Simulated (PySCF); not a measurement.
# Electron correlation in Pm²⁺ (promethium, charge +2)

[Xe] 4f4 6p1, one real determinant (an excited configuration). Computed with PySCF 2.14 in ANO-RCC-VTZP (8s7p5d3f2g1h, 104 functions), with the spin-free X2C one-electron Hamiltonian (Gaussian nucleus). Frozen: [Kr] 4d10; 13 electrons correlated.

MP2 pair energies summed by pair of shells (mhartree):

```csv
pair,energy,share (%)
5p-5p,-128.59,38.7
4f-5p,-92.68,27.9
5s-5p,-36.29,10.9
4f-4f,-31.14,9.4
4f-5s,-19.45,5.8
5p-6p,-14.36,4.3
5s-5s,-6.42,1.9
4f-6p,-2.86,0.9
5s-6p,-0.81,0.2
```

Total MP2 correlation energy: -332.60 mhartree.

Same-spin part -123.48 and opposite-spin part -209.11 mhartree; SCS-MP2 scales them by 1/3 and 6/5 to -292.10 mhartree.

The reference is one real determinant that mixes LS terms of this configuration.
